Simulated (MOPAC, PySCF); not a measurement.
The group X on allyl-X is varied. Isolated molecules, 0 K electronic values unless said otherwise. One relaxed conformer stands for each flexible species; it need not be the lowest. Strings in code marks are SMILES.

Quantity: electronic energy of isomers of C4H8O relative to `C=CCCO`, in kJ/mol. Semi-empirical values (MOPAC) are differences of heats of formation.

Level 1: B3LYP/3-21G // B3LYP-D3(BJ)/def2-TZVP (PySCF)
Level 2: BP86/6-31G* // B3LYP-D3(BJ)/def2-TZVP (PySCF)
Level 3: PBE/6-31G* // B3LYP-D3(BJ)/def2-TZVP (PySCF)
Level 4: AM1 // B3LYP-D3(BJ)/def2-TZVP (MOPAC)

```
species                                                  level 1  level 2  level 3  level 4
-------------------------------------------------------  -------  -------  -------  -------
`C=CCOC` (C–C–C–O torsion -129°, C–C–O–C torsion -177°)    21.08    25.73    27.60     56.3
```
